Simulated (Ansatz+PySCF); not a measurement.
## singlet H10: levels of theory in one basis

```xyz
10

H     0.0000    0.0000    0.0000
H     0.0000    0.0000    1.0000
H     0.0000    0.0000    2.0000
H     0.0000    0.0000    3.0000
H     0.0000    0.0000    4.0000
H     0.0000    0.0000    5.0000
H     0.0000    0.0000    6.0000
H     0.0000    0.0000    7.0000
H     0.0000    0.0000    8.0000
H     0.0000    0.0000    9.0000
```

Basis set: STO-3G (spherical functions). All electrons are correlated. Charge 0, multiplicity 1.

Computed with Ansatz (development build ahead of 0.2.0); each method stands on the lowest determinant of its kind that the runs found. NEVPT2 correlates all electrons. Active spaces start from the frontier orbitals, and the lowest solution found is given.

| method | E − E(RHF) (eV) | <S²> of the determinant |
| --- | --- | --- |
| RHF | 0.00 | 0.00 |
| UHF | -0.38 | 0.72 |
| RHF-MP2 | -2.90 | – |
| UHF-MP2 | -2.33 | 0.72 |
| UHF-CCSD | -4.24 | 0.72 |
| RHF-CCSD(T) | -4.51 | – |
| UHF-CCSD(T) | -4.38 | 0.72 |
| full CI (lowest root of this spin) | -4.51 | – |
| CASSCF(10,10) | -4.51 | – |
| SC-NEVPT2(10,10) | -4.51 | – |

**Question.** What does RHF-CCSD give on the same scale?

**Answer.** -4.46 eV.

At such a shape the full CI root can have another spatial symmetry than the determinants, so the rows needn't describe one state.

**Question.** Is a single determinant a sound starting point here?

**Answer.** It is doubtful. Unrestricted orbitals lower Hartree–Fock by 0.38 eV and <S²> is 0.72 where a pure state has 0.00, a sign of strong static correlation. The CASSCF(10,10) natural occupations are 1.98, 1.97, 1.96, 1.92, 1.83, 0.18, 0.08, 0.04, 0.03, 0.02.

Caution for RHF, RHF-MP2, RHF-CCSD, RHF-CCSD(T): an unrestricted determinant lies well below. Caution for UHF, UHF-MP2, UHF-CCSD, UHF-CCSD(T): the unrestricted determinant is spin contaminated; the determinant breaks the point group. Caution for RHF-MP2, UHF-MP2, RHF-CCSD, UHF-CCSD, RHF-CCSD(T), UHF-CCSD(T): bonds are stretched, where a single reference can fail. Caution for UHF-MP2, UHF-CCSD(T): another reference gives a lower total. Caution for UHF-CCSD, UHF-CCSD(T): the program doubts this total.
